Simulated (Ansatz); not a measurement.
`N#CB(Cl)Cl` + `OCC(F)(F)F` → `FC(F)(F)COB(Cl)Cl` + `C#N` at 700 K and 1 bar (ligand exchange at a B–C bond).

Program: Ansatz. Geometries: PBE0-D4/def2-TZVP. ΔE: electronic, gas phase. CCSD(T)/CBS adds triple-zeta CCSD(T) − MP2 to the extrapolated MP2 energy (def2 sets, frozen cores). This one scheme is used for every species. One conformer a species, not always the lowest.

```tsv
species	CCSD(T)/CBS energy (Eh)	H − E (kJ/mol)	S (J/(mol·K))
`N#CB(Cl)Cl`	-1037.17055	90.1	384.8
`OCC(F)(F)F`	-452.45922	219.4	421.9
`FC(F)(F)COB(Cl)Cl`	-1396.34406	241.3	556.4
`C#N`	-93.32098	68.7	235.2
```

H − E and S are ideal-gas, rigid-rotor, harmonic terms from PBE0-D4/def2-TZVP, for one conformer and one mirror image of each species. 1 Eh = 2625.50 kJ/mol, R = 8.31446 J/(mol·K).

By hand: ΔE, ΔH, ΔS and ΔG.

ΔE = (-1396.34406) + (-93.32098) − (-1037.17055) − (-452.45922) = -0.03527 Eh = -92.6 kJ/mol. Δ(H − E) = 241.3 + 68.7 − 90.1 − 219.4 = 0.5, so ΔH = -92.1 kJ/mol. ΔS = 556.4 + 235.2 − 384.8 − 421.9 = -15.1 J/(mol·K). ΔG = -92.1 − 700 × (-15.1)/1000 = -81.5 kJ/mol.

By hand: the equilibrium constant, and the temperature at which ΔG would vanish if ΔH and ΔS stayed fixed.

log₁₀ K = −ΔG/(RT ln 10) = 6.1. ΔG = 0 at ΔH/ΔS = 6099 K, far beyond where these terms or the molecules hold.

ΔH outweighs TΔS. A doubt of 5 kJ/mol in ΔE shifts log₁₀ K by 0.4 here. Other conformers and mirror images would add mixing entropy, several J/(mol·K) or more a flexible species. Modes under 60 cm⁻¹, often nearly free rotors, make the harmonic entropy too high. These are equilibria of isolated gas molecules and say nothing of rates. Largest T1 diagnostic: 0.014 (customary marks: 0.02 for closed shells, 0.045 for open ones).
